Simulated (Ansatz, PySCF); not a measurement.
C₂H₉FSi₃, SMILES C[Si]1(F)[SiH2]C[SiH2]1. Atoms are numbered in the order given.

```xyz
15

C      2.5036     0.0822     0.5879
Si     0.7975    -0.2537    -0.0903
F      0.9129    -1.4316    -1.2345
Si    -1.0897    -0.5732     1.2671
C     -2.0994     0.4161    -0.0118
Si    -0.6789     1.4416    -0.7630
H      2.9312    -0.8233     1.0466
H      3.1849     0.4218    -0.2083
H      2.4486     0.8691     1.3575
H     -1.6238    -1.9246     1.6085
H     -0.9402     0.2189     2.5282
H     -2.9706     0.9729     0.3646
H     -2.4479    -0.2920    -0.7852
H     -0.4400     2.6688     0.0596
H     -0.8556     1.8454    -2.1891
```
Charge 0, spin multiplicity 1.

Geometry: ωB97X-D3(BJ)/def2-SVP. This is a generated structure with no PubChem entry under its InChIKey; it may be hypothetical.

Two levels are set side by side: PBE-D3(BJ)/def2-SVP (Ansatz, an electronic-structure program) and ωB97X-D3(BJ)/def2-SVP (PySCF). Each level has its own optimised geometry; the coordinates shown are those of the second. Frequencies come from the Hessian of PySCF at each geometry. Differences are taken from unrounded values.

```csv
quantity,ωB97X-D3(BJ),PBE-D3(BJ),PBE-D3(BJ) minus ωB97X-D3(BJ)
mean bond length (Å),1.567,1.581,0.014
bond C1–Si2 (Å),1.866,1.878,0.012
bond Si2–F3 (Å),1.646,1.658,0.012
bond Si2–Si4 (Å),2.347,2.376,0.029
bond Si2–Si6 (Å),2.347,2.376,0.029
bond Si4–C5 (Å),1.906,1.922,0.016
bond C5–Si6 (Å),1.906,1.922,0.016
bond C1–H7 (Å),1.101,1.109,0.007
bond C1–H8 (Å),1.101,1.109,0.007
bond C1–H9 (Å),1.102,1.109,0.007
bond Si4–H10 (Å),1.493,1.508,0.015
bond Si4–H11 (Å),1.497,1.510,0.014
bond C5–H12 (Å),1.100,1.108,0.008
bond C5–H13 (Å),1.105,1.112,0.007
bond Si6–H14 (Å),1.497,1.510,0.013
bond Si6–H15 (Å),1.493,1.508,0.015
highest harmonic wavenumber (cm⁻¹),3176,3080,-96
mean harmonic wavenumber (cm⁻¹),1155,1103,-52
zero-point energy (kcal/mol),64.38,61.49,-2.89
```

GGA bonds tend to be longer and softer than those of functionals with exact exchange. Differences between two approximate levels are no errors against the true value.
